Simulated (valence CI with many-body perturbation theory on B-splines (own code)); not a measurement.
The 23-electron sequence from Cd25+ to Pm38+

Computed by relativistic CI+MBPT: five valence electrons over a frozen Dirac-Fock core [Ar], radial functions for each j: 7 s, 7 p, 8 d, 6 f, 4 g, 1 h, with the one-electron correlation potential Σ1, the two-electron term Σ2, the three-electron term Σ3, Breit, model QED; selected CI, second order for the rest (own B-spline code, finite nucleus). Basis and details of the method differ along the sequence, and some ions are missing.

Excitation energies in eV above the lowest level of each ion. Labels name the leading LS component, so a column can jump where levels mix; a blank means that no level of the computed list carries the label, and where several do, the lowest of them is shown. The ionisation energies from NIST are mostly theoretical or semi-empirical. By estimate, terms of the open shell hold to 2 to 4 % up to charges of about 25 and to about 1 % beyond; near the neutral end and where shells cross, configurations can be misplaced by 0.1 to 0.6 eV.

| Ion | Lowest level | IE (eV) | IE, NIST (eV) | 3d5 6S_5/2 | 3d5 4G_7/2 | 3d5 4G_9/2 | 3d5 4D_5/2 | 3d5 4P_1/2 | 3d5 2D_3/2 | 3d5 2G_9/2 |
| --- | --- | --- | --- | --- | --- | --- | --- | --- | --- | --- |
| Cd25+ | 3d5 6S_5/2 | 1319.9 | 1320 ± 4 | 0 | 14.61 | 16.22 | 20.88 | 17.35 | 31.97 | 24.72 |
| In26+ | 3d5 6S_5/2 | 1412.2 | 1413 ± 4 | 0 | 15.10 | 16.96 |  | 18.12 | 33.84 | 25.86 |
| Sn27+ | 3d5 6S_5/2 | 1507.4 | 1508 ± 4 | 0 | 15.64 | 17.74 |  | 18.96 | 35.82 | 27.14 |
| Sb28+ | 3d5 6S_5/2 | 1605.7 | 1606 ± 4 | 0 | 16.25 | 18.60 |  | 19.89 | 27.65 | 28.56 |
| Te29+ | 3d5 6S_5/2 | 1707 | 1707 ± 4 | 0 | 16.93 | 19.53 |  | 20.91 | 29.15 | 30.15 |
| I30+ | 3d5 6S_5/2 | 1811.3 | 1812 ± 4 | 0 | 17.70 | 20.55 | 20.78 | 22.05 | 30.76 | 31.94 |
| Xe31+ | 3d5 6S_5/2 | 1918.6 | 1919 ± 4 | 0 | 18.59 | 21.69 | 22.08 | 23.32 | 32.49 | 33.95 |
| Cs32+ | 3d5 6S_5/2 | 2029 | 2029 ± 4 | 0 | 19.60 | 22.94 | 23.52 | 24.73 | 34.36 | 36.19 |
| Ba33+ | 3d5 6S_5/2 | 2142.4 | 2142 ± 5 | 0 | 20.75 | 24.32 | 25.10 | 26.29 | 36.38 | 38.69 |
| La34+ | 3d5 6S_5/2 | 2258.9 | 2259 ± 5 | 0 | 22.04 | 25.84 | 26.82 | 28.01 | 38.57 | 61.24 |
| Ce35+ | 3d5 6S_5/2 | 2378.4 | 2378 ± 5 | 0 | 23.48 | 27.51 | 28.69 | 29.89 | 40.92 | 65.19 |
| Pr36+ | 3d5 4P_5/2 | 2501.1 | 2501 ± 5 | 16.06 | 25.08 | 29.32 | 30.70 | 31.95 | 43.44 | 69.40 |
| Nd37+ | 3d5 4P_5/2 | 2626.7 | 2627 ± 4 | 17.55 | 26.84 | 31.29 | 32.86 | 34.17 | 46.13 | 73.88 |
| Pm38+ | 3d5 4P_5/2 | 2755.4 | 2755 ± 4 | 19.22 | 28.76 | 33.41 | 35.17 | 36.56 | 48.98 | 78.64 |

**Question.** Does the computed ground configuration or its J change in this range?

**Answer.** No, it stays 3d5 with J = 5/2; its leading component is 80 % 6S at the start and 31 % 4P at the end, where the leading jj configuration holds 84 %.

Shares of the ionisation energy in eV, for some of the ions:

| Ion | Σ1 | Σ2 | Σ3 | Breit | QED |
| --- | --- | --- | --- | --- | --- |
| Cd25+ | 2.26 | 8.85 | 0.0325 | 0.0461 | 0.0138 |
| Sn27+ | 2.27 | 9.06 | 0.0477 | 0.00282 | 0.0152 |
| Te29+ | 2.27 | 9.27 | 0.0712 | -0.0710 | 0.0183 |
| Xe31+ | 2.27 | 9.50 | 0.102 | -0.179 | 0.0234 |
| Ba33+ | 2.28 | 9.72 | 0.135 | -0.314 | 0.0298 |
| Ce35+ | 2.28 | 9.92 | 0.165 | -0.466 | 0.0366 |
| Nd37+ | 2.28 | 10.1 | 0.188 | -0.626 | 0.0429 |
